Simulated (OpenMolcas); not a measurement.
Computed levels of 4f12 in ions with 66 electrons, in cm-1 above 3H6.

```json
{
 "Program": "OpenMolcas 26.06",
 "Method": "SS-CASPT2, IPEA 0.25 Eh, imaginary shift 0.1 Eh",
 "Basis": "ANO-RCC-VQZP",
 "Scalar Hamiltonian": "DKH2, point nucleus",
 "Spin-orbit coupling": "RASSI with atomic mean-field integrals over the reference wave functions, term energies averaged over their components"
}
```

Active space for each ion: 12 electrons in 7 orbitals (4f); closed shells correlated by CASPT2: 5s 5p.

```tsv
Level	Er2+	Yb4+
3F4	4960	6390
3H5	7100	9740
3H4	10910	14770
3F3	12440	16940
3F2	13390	17850
1G4	18580	24750
1I6	33700	42590
3P1	35170	45180
3P2	36110	46800
```

Q: Estimate 3H4, 3F4, 3F3 for Tm3+ from its neighbours Er2+ and Yb4+.

A: 3H4 is fine structure, which grows about as the fourth power of a screened charge, so the fourth roots are averaged: ((10910^0.25 + 14770^0.25) / 2)^4 = 12731. The calculation gives 12740, so the estimate is off by -0.1 %; the measured value is 12547 (the list in Tchang-Brillet, Wyart, Meftah and Ait Mammar, Atoms 6, 52 (2018)).
3F4 is another term, which grows about linearly with the charge: (4960 + 6390) / 2 = 5675. The calculation gives 5610, so the estimate is off by +1.2 %; the measured value is 5634 (the list in Tchang-Brillet, Wyart, Meftah and Ait Mammar, Atoms 6, 52 (2018)).
3F3 is another term, which grows about linearly with the charge: (12440 + 16940) / 2 = 14690. The calculation gives 14450, so the estimate is off by +1.7 %; the measured value is 14410 (the list in Tchang-Brillet, Wyart, Meftah and Ait Mammar, Atoms 6, 52 (2018)).

Mixed levels, with the weight of the term that names them: Er2+ 3F4 (64 %), Er2+ 3H4 (61 %), Er2+ 1G4 (59 %), Er2+ 3P2 (68 %), Tm3+ 3F4 (64 %), Tm3+ 3H4 (60 %), Tm3+ 1G4 (58 %), Tm3+ 3P2 (65 %), Yb4+ 3F4 (61 %), Yb4+ 3H4 (57 %), Yb4+ 1G4 (55 %), Yb4+ 3P2 (64 %).

CASPT2 does not keep the components of a term degenerate, so their means are used; among the terms shown or strongly mixed into the levels shown the widest spread is 1500 cm-1 (4f12 1I, Tm3+). Some high roots are left out of the spin-orbit mixing, which shifts the levels that they would mix with. The CASPT2 spread within a term exceeds the gap to the next term for 4f12 1I and 4f12 3P, so the order of their levels is uncertain (holds for Er2+; Tm3+). Computed and measured levels are paired by configuration, term and J; levels that our copy of the source lacks, or whose pairing is in doubt (as where it misses far off the trend of its configuration), stay unpaired and out of the deviations. Levels of configurations outside the active space are missing.
